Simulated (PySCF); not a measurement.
Molecule: SMILES C(F)(F)(F)C(F)(F)/C=C/[S-], [C4H2F5S]-.

Geometry (Å), atoms numbered from 1 in this order:
```xyz
12

F    -1.6276    0.3437    1.6770
C    -1.6070   -0.2394    0.4712
F    -1.5857   -1.5619    0.6863
F    -2.7965    0.0261   -0.0929
C    -0.4183    0.2277   -0.3808
F    -0.6079   -0.3127   -1.6441
F    -0.6659    1.5914   -0.6343
C     0.8594   -0.0724    0.2410
C     2.0465    0.1203   -0.4047
S     3.5618   -0.1860    0.2256
H     0.8322   -0.4380    1.2539
H     2.0100    0.5004   -1.4242
```

Total charge -1.

Frames of a GFN2-xTB Langevin trajectory at 300 K; GIAO PBE0/pcSseg-1 shieldings in PySCF 2.14.0 with density-fitted response routines, gas phase, non-relativistic; equivalent atoms averaged within each frame.

Referencing at the same level of theory: ¹⁹F (σ = 170.95 ppm) vs CFCl3; TMS for ¹³C (σ = 186.93 ppm), ¹H (σ = 31.72 ppm); CS2 for ³³S (σ = 503.73 ppm). The references are static minima.

How do the shifts (ppm) fluctuate along the trajectory?

## Answers


| time (fs) | F1/F3/F4 | F6/F7 | C9 | C2 | C5 | C8 | S10 | H12 | H11 |
| --- | --- | --- | --- | --- | --- | --- | --- | --- | --- |
| optimised geometry | -99.3 | -96.9 | 190.4 | 132.2 | 124.5 | 100.9 | 188 | 9.17 | 5.38 |
| 250 | -89.4 | -97.5 | 194.5 | 136.9 | 121.8 | 102.2 | 215 | 9.61 | 5.24 |
| 425 | -82.1 | -102.8 | 188.2 | 140.6 | 122.6 | 98.6 | 176 | 8.22 | 5.09 |
| 625 | -108.3 | -100.5 | 191.3 | 129.4 | 125.7 | 96.3 | 175 | 9.30 | 5.12 |
| 800 | -69.8 | -99.5 | 194.6 | 138.9 | 124.3 | 108.2 | 197 | 9.19 | 5.66 |
| 1000 | -83.6 | -100.2 | 195.2 | 139.8 | 124.7 | 104.4 | 253 | 8.87 | 6.93 |
| mean of frames | -86.7 | -100.1 | 192.8 | 137.1 | 123.8 | 101.9 | 203 | 9.04 | 5.61 |
| standard deviation | 14.1 | 1.9 | 3.0 | 4.5 | 1.6 | 4.7 | 32 | 0.53 | 0.78 |

5 frames give an uncertainty of the mean of about the standard deviation over 2.2 at best, since frames this close in time may not be independent; classical motion lacks zero-point vibration, and the reference would need the same averaging.
